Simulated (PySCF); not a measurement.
B(Br)2(OH) (BBr₂HO), SMILES OB(Br)Br.

Coordinates come from a PBE0-D3(BJ)/def2-SVP optimisation. Other conformers were not sampled.

Computed with CAM-B3LYP/def2-TZVPD in PySCF.

Isolated molecule, no solvent.

The total energy is -5249.36980 hartree and the point group is Cs. The highest occupied level is -9.68 eV and the lowest empty level is 0.07 eV. The orbital gap is 9.75 eV and the dipole moment is 1.74 D. The quadrupole, principal values (traceless, Buckingham form, about the centre of nuclear charge) is -5.40, -1.31, 6.71 D·Å. The mean static polarisability is 60.8 bohr³ (9.01 Å³) and the polarisability, principal values comes out as 46.8, 59.3, 76.4 bohr³.
